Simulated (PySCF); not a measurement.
**Unknowns**

Computational details: σ from GIAO-PBE0/pcSseg-1, structure optimised with GFN2-xTB, in PySCF (no relativistic terms, fast rotation and ring inversion assumed for equivalent nuclei, a single conformation, no solvent model).

Chemical shifts δ = σref − σ; ¹H (σref 31.72) and ¹³C (σref 186.93) vs TMS, all at this level. Splittings of carbon signals by F and P are missing where no couplings were computed. Where no couplings were computed, multiplicities follow the n + 1 count of equivalent neighbours, and m marks all less simple cases (inequivalent or close neighbours, rings, F or P nearby). Shifts are as computed. Against solution values, carbons near 30 ppm lie about +3 ppm off and those near 130 ppm about +5 ppm; carbons on Cl a further +6 ppm. Of 1211 compounds with measured shifts, 218 miss one by over three times the rms of a fit or turn the order of signals round; such compounds aren't used in these exercises. Carbons bonded to Cl come out too deshielded. OH and NH positions are gas-phase values without hydrogen bonding to other molecules.

Question: C$_{7}$H$_{11}$ClO$_{2}$. ¹H NMR (500 MHz, computed): δ 6.18 (m, 1H), 5.45 (m, 1H), 5.31 (m, 1H), 3.78 (d, 1H), 3.60 (s, 3H), 2.98 (m, 1H), 1.28 (d, 3H). ¹³C{¹H} NMR (computed): δ 183.4 (C), 146.5 (CH), 123.8 (CH2), 94.2 (CH), 59.9 (CH3), 49.1 (CH), 20.6 (CH3). Give a structure.

Answer: SMILES C=C[C@@H](C)[C@@H](OC)C(=O)Cl. The formula gives 2 degrees of unsaturation (no ring in the answer). 7 carbon signals for 7 carbons: no two carbons are equivalent. Carbon types of the structure: 1 × C, 3 × CH, 1 × CH2, 2 × CH3, which accounts for all hydrogens. δC 183.4: carbonyl carbon. δC 146.5: alkene CH; an sp2 carbon of a C=C bond. δC 123.8: terminal =CH2 carbon; the olefinic region. δC 94.2: sp3 CH bonded to O, α to a carbonyl; the inductive effect lowers its shielding.

This is the structure that produced the data.

Question: C$_{5}$H$_{6}$F$_{3}$NO. ¹H NMR (400 MHz, computed): δ 5.60 (t, 1H), 4.00 (m, 2H), 3.90 (s, 2H), 1.12 (br s, 1H). ¹³C{¹H} NMR (computed): δ 159.5 (C), 130.3 (C), 115.2 (CH), 57.1 (CH2), 56.6 (CH2). Identify the compound.

Answer: `InChI=1S/C5H6F3NO/c6-5(7,8)10-4-1-2-9-3-4/h1,9H,2-3H2`. The formula gives 2 degrees of unsaturation (1 ring in the answer). 5 carbon signals for 5 carbons: no two carbons are equivalent. Carbon types of the structure: 2 × C, 1 × CH, 2 × CH2, leaving 1 H on heteroatoms. δC 159.5: alkene carbon bearing oxygen; an sp2 carbon further deshielded by the attached heteroatom. δC 130.3: CF3 carbon; 4 electronegative neighbours deshield it. δC 115.2: β carbon of an enol-ether or enamine type C=C. δH 5.60: hydrogen on a β carbon of an enol-ether or enamine type C=C; attached to an sp2 carbon and in the plane of the double bond.

The shifts were computed for this structure.

Question: C$_{6}$H$_{7}$N$_{3}$. ¹H NMR (300 MHz, computed): δ 7.49 (s, 1H), 5.13 (d, 2H), 2.53 (s, 3H), 1.80 (t, 1H). ¹³C{¹H} NMR (computed): δ 149.6 (C), 138.7 (CH), 83.1 (C), 81.3 (CH), 45.4 (CH2), 13.0 (CH3). What is it?

Answer: SMILES C#CCn1ncc(C)n1. Rings plus π bonds: 5 (1 ring in the answer). 6 carbon signals for 6 carbons: no two carbons are equivalent. Carbon types of the structure: 2 × C, 2 × CH, 1 × CH2, 1 × CH3, which accounts for all hydrogens. δC 149.6: substituted aromatic carbon next to a ring nitrogen. δC 138.7: aromatic CH next to a ring nitrogen. δC 83.1: alkyne carbon; sp carbons lie upfield of alkene carbons because the cylindrical π system leaves one tensor component strongly shielded. δC 81.3: terminal alkyne carbon; sp carbons lie upfield of alkene carbons because the cylindrical π system leaves one tensor component strongly shielded.

The data come from this structure; uniqueness wasn't tested.
